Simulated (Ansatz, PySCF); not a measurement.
This Ansatz (a program for electronic structure) input computes a B3LYP/def2-TZVPD energy:

Ansatz 0.2 input:
```yaml
crystal:
  periodic: [false, false, false]
  atoms:
    - {symbol: C, position_ang: [0.02903682, -0.01529440, 0.62041104]}
    - {symbol: I, position_ang: [1.00576688, 1.53984851, -0.04432792]}
    - {symbol: I, position_ang: [-1.00905407, -1.53811707, -0.02590729]}
basis:
  gaussian:
    orbitals: def2-TZVPD
hamiltonian:
  xc: {name: B3LYP}
total_charge: 1
magnetization: {spin_polarized: true, initial_magnetization: 1}
output: {forces: true}
```

**Question.** Write an input for the same energy in PySCF and say what it gives.

**Answer.** 
```python
from pyscf import gto, scf, dft

mol = gto.M(
    atom='''
    C     0.02903682   -0.01529440    0.62041104
    I     1.00576688    1.53984851   -0.04432792
    I    -1.00905407   -1.53811707   -0.02590729
    ''',
    basis='def2-tzvpd',
    ecp='def2-tzvp',
    charge=1,
    spin=1,
    verbose=4,
)

mf = dft.UKS(mol, xc='b3lyp').density_fit(auxbasis='def2-universal-jkfit')
mf.grids.level = 3
mf.conv_tol = 1e-9
mf.max_cycle = 100
mf.max_memory = 1500
mf.kernel()
if not mf.converged:
    mf = mf.newton()
    mf.kernel(mf.make_rdm1())
for _ in range(2):
    mo, _, stable, _ = mf.stability(return_status=True)
    if stable:
        break
    mf.kernel(mf.make_rdm1(mo, mf.mo_occ))
mf.analyze()
```
It gives -633.31269 Eh, and Ansatz -633.31268 Eh, a difference of 0.01 mEh.
